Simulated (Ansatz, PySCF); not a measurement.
Process, species as SMILES: F (HF) → F atom + H atom (the F-H bond at the site shown breaks; other sites are not compared here)
Structures are relaxed separately at B3LYP-D3(BJ)/def2-TZVP in Ansatz (a program for electronic structure).

Quantity: bond dissociation energy (enthalpy at 298 K, with B3LYP-D3(BJ) rigid-rotor harmonic-oscillator terms from PySCF), in kcal/mol. Correlated levels leave the core frozen unless marked. UHF or UKS for open shells. No spin-orbit coupling. Non-relativistic. Basis-set limits of correlation are two-point, X^-3; Hartree-Fock from the larger set (for Q and 5 zeta extrapolated as (X+1)exp(-9√X)).

CCSD(T)/CBS(cc-pVQZ,cc-pV5Z) (Ansatz) gives 136.7 kcal/mol.

**Question.** Another calculation gave 125.7 kcal/mol. Which level was it?
A) BP86/def2-TZVPD (PySCF)
B) BHLYP/def2-TZVPD (Ansatz)
C) r2SCANh/def2-TZVPD (Ansatz)
D) TPSS/def2-TZVPD (PySCF)

**Answer.** B, BHLYP/def2-TZVPD (Ansatz). The others give 133.5 (TPSS), 130.8 (r2SCANh), 139.0 (BP86) kcal/mol.
